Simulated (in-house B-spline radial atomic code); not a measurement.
BP86 excitations of Mn VIII (Mn7+)

Method: BP86. Computed with an all-electron radial atomic-structure program (B-spline basis): linear response of the closed shell [Ne] 3s2 3p6 with the functional's adiabatic kernel; scalar-relativistic (spin-free one-electron X2C), finite nucleus, no spin-orbit coupling, no double excitations, S, P, D and F terms only. Only terms of natural parity with L up to 3 were computed.

Command:
```bash
python run_td.py task.json out
```
Settings (radii: box in bohr, nucleus in fm):
```
Z                        25
electrons                18
configuration            [Ne] 3s2 3p6
hamiltonian              x2c
method                   b88,p86
box_radius               12.81
rms_radius               3.7057
intervals                70
```

Run time, properties included: 0.7 s on 1 thread of Arm Neoverse N1, with other jobs on the host.

The lowest states, in the order of their Tamm-Dancoff energies; the method's threshold (minus the highest occupied level) is 183.01 eV. Labels give the largest channel, * marks a mixed state, and oscillator strengths are full-response dipole values. Semilocal kernels can invert the small singlet-triplet splittings of Rydberg terms. Energies in eV:

| state | full response | Tamm-Dancoff | oscillator strength |
| --- | --- | --- | --- |
| 3p → 3d 3P | 47.11 | 47.27 | - |
| 3p → 3d 3F | 47.50 | 47.68 | - |
| 3p → 3d 1F | ? | ? | - |
| 3p → 3d 1P | 66.80 | 69.69 | 3.17 |
| 3s → 3d 3D | 81.47 | 81.54 | - |
| 3s → 3d 1D | 86.63 | 86.76 | - |
| 3p → 4s 3P | ? | ? | - |
| 3p → 4s 1P | 98.78 | 98.83 | 0.292 |
| 3p → 4p 3S | 107.40 | 107.43 | - |
| 3p → 4p 3D | 108.14 | 108.15 | - |
| 3p → 4p 1D | 108.68 | 108.69 | - |
| 3p → 4p 1S | 112.86 | 113.13 | - |
| 3p → 4d 3P | 123.38 | 123.39 | - |
| 3p → 4d 3F | 123.45 | 123.47 | - |
| 3p → 4d 1F | 123.73 | 123.73 | - |
| 3p → 4d 1P | 124.63 | 124.71 | 0.329 |

Question: Where does 3p → 4s 3P lie?

Answer: At 97.89 eV in full response, 97.90 eV in Tamm-Dancoff.

Question: Where does 3p → 3d 1F lie?

Answer: At 51.84 eV in full response, 51.86 eV in Tamm-Dancoff.

Question: How large is the singlet-triplet splitting of 3p → 3d (F terms) in Tamm-Dancoff?

Answer: 4.18 eV, from the unrounded values.

Question: What polarisabilities and dispersion coefficient does the method give?

Answer: Dipole 0.6252 bohr³, quadrupole 0.4579 bohr⁵, C6 0.8285 hartree·bohr⁶ for two such species.
